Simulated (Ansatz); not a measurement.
```yaml
crystal:
  periodic: [false, false, false]
  atoms:
    - {symbol: S, position_ang: [-2.011412, 1.229488, 0.063479]}
    - {symbol: C, position_ang: [-0.876511, 0.325475, -0.632101]}
    - {symbol: Si, position_ang: [0.569167, -0.202346, 0.442498]}
    - {symbol: Br, position_ang: [1.979507, -1.467543, -0.722865]}
    - {symbol: H, position_ang: [-0.953348, 0.039765, -1.683762]}
    - {symbol: H, position_ang: [0.060552, -0.994803, 1.582867]}
    - {symbol: H, position_ang: [1.293344, 1.001967, 0.904186]}
basis:
  gaussian: {orbitals: def2-TZVPP}
magnetization: {spin_polarized: true, initial_magnetization: 8}
hamiltonian: {xc: {name: wPBEh}}
output: {forces: true}
```

```sh
$ ansatz run in.yaml --threads 2 --pin off --events-out ev --progress --plain --max-ram 4352MiB
```

It prints (some lines left out):

```
Functional definition: wPBEh
1376 factors; their error is unknown
88 factors; integrals over basis functions are off by at most 5.6e-7 eV
mean field evaluation 1: about -89779.8847 eV, gradient 5.8e1 eV
mean field evaluation 2: about -89488.5505 eV, gradient 2.0e2 eV
mean field evaluation 4: about -89802.4782 eV, gradient 2.4e1 eV
mean field evaluation 8: about -89807.1283 eV, gradient 2.0e0 eV
mean field evaluation 16: about -89807.2195 eV, gradient 5.8e-2 eV
mean field evaluation 32: about -89807.6795 eV, gradient 3.7e-4 eV
mean field -89807.67954213 eV, -3300.3713493419 hartree, gradient 1.0e-5 eV, S^2 20.011898; 9 other end points of the search recorded, 0 dependent functions left out
reference -89807.67958731 eV, -3300.3713510020 hartree; 41, 33 occupied and 164, 172 virtual orbitals, 1376 factors
Total energy: -89807.67958731 eV, -3300.3713510020 hartree
Atom 0 at    -2.011412     1.229488     0.063479 Å, force    -5.979230     4.575766     3.076164 eV/Å
Atom 1 at    -0.876511     0.325475    -0.632101 Å, force     4.236036    -3.432408    -2.807533 eV/Å
Atom 2 at     0.569167    -0.202346     0.442498 Å, force    -1.657513     1.350477     0.937095 eV/Å
Atom 3 at     1.979507    -1.467543    -0.722865 Å, force     3.266116    -2.879586    -2.514021 eV/Å
Atom 4 at    -0.953348     0.039765    -1.683762 Å, force    -0.214362    -0.253327    -1.173937 eV/Å
Atom 5 at     0.060552    -0.994803     1.582867 Å, force    -1.654772    -2.655384     2.237172 eV/Å
Atom 6 at     1.293344     1.001967     0.904186 Å, force     2.003725     3.294462     0.245061 eV/Å
Dipole moment:    -0.254605     0.001759    -0.448238 e Å
```

In this input the spin is set far too high for this molecule. Self-consistency was reached. The result belongs to that input, not to the molecule as meant.
